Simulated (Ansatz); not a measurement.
A run for Ansatz (an electronic-structure program): U-CCSD(T)/cc-pVTZ on As2, a point of a bond scan (R = 6.733 Å). The run froze 28 orbitals, filled d shells among them.

Ansatz 0.2 input:
```yaml
crystal:
  periodic: [false, false, false]
  atoms:
    - {symbol: As, position_ang: [-0.00000000, -0.00000000, -1.05206769]}
    - {symbol: As, position_ang: [0.00000000, 0.00000000, 5.68116553]}
basis:
  gaussian:
    orbitals: cc-pVTZ
correlation: {method: ccsd_t, electrons: outside_noble_gas}
scf: {omitted_lower_state_checks: [cluster_reference]}
magnetization: {spin_polarized: true, initial_magnetization: 0}
```

The log:

```
WARN ansatz: RAYON_NUM_THREADS=1 ignored (pool sized by the plan → 1); use --threads N
Functional definition: HF
these checks for a lower state are left out or cut short: cluster_reference
integrals: 0.11 GiB planned
566 factors; integrals over basis functions are off by at most 3.0e-4 eV
mean field: 0.38 GiB planned
mean field evaluation 1: about -121579.4256 eV, gradient 7.4e-1 eV
mean field evaluation 2: about -121579.4256 eV, gradient 7.4e-1 eV
mean field evaluation 4: about -121579.4371 eV, gradient 9.8e-2 eV
mean field evaluation 8: about -121579.4372 eV, gradient 1.0e-2 eV
mean field evaluation 16: about -121583.6986 eV, gradient 8.8e0 eV
mean field evaluation 32: about -121588.8406 eV, gradient 6.8e-2 eV
mean field evaluation 64: about -121591.7843 eV, gradient 2.2e-6 eV
mean field evaluation 96: about -121591.7785 eV, gradient 1.4e-1 eV
mean field evaluation 128: about -121579.4256 eV, gradient 7.4e-1 eV
mean field evaluation 160: about -121587.5241 eV, gradient 5.4e-1 eV
mean field evaluation 192: about -121587.6007 eV, gradient 1.0e-2 eV
mean field evaluation 224: about -121590.8741 eV, gradient 5.2e0 eV
mean field evaluation 256: about -121586.5662 eV, gradient 8.4e0 eV
mean field evaluation 288: about -121587.5138 eV, gradient 5.1e-1 eV
mean field evaluation 320: about -121586.7826 eV, gradient 4.5e-1 eV
mean field -121593.37947948 eV, -4468.4742769180 hartree, gradient 1.7e-6 eV, S^2 3.001931; 16 other end points of the search recorded, 0 dependent functions left out
28 core orbitals not correlated
reference -121593.37947948 eV, -4468.4742769180 hartree; 5, 5 occupied and 53, 53 virtual orbitals, 566 factors
second order -3.88782597 eV of doubles, -0.00000000 eV of singles
coupled cluster: 0.18 GiB planned
cycle   1  -4.50888374 eV  change   -6.2e-1 eV  update   5.4e-2
cycle   2  -4.66339293 eV  change   -1.5e-1 eV  update   1.5e-2
cycle   3  -4.66991303 eV  change   -6.5e-3 eV  update   2.5e-3
cycle   4  -4.66993069 eV  change   -1.8e-5 eV  update   4.1e-4
cycle   5  -4.66977880 eV  change    1.5e-4 eV  update   5.8e-5
cycle   6  -4.66981067 eV  change   -3.2e-5 eV  update   1.9e-5
cycle   7  -4.66981728 eV  change   -6.6e-6 eV  update   6.4e-6
coupled cluster: 0.18 GiB planned
perturbative correction -0.15491043 eV, -0.0056928532 hartree
Total energy: -121598.20420719 eV, -4468.6515823910 hartree
Checks for a lower state left out: cluster_reference
```

The run converged. Its determinant has ⟨S²⟩ = 3.00, a mixture of spin states.

Cost: around 24 core-seconds (rough).
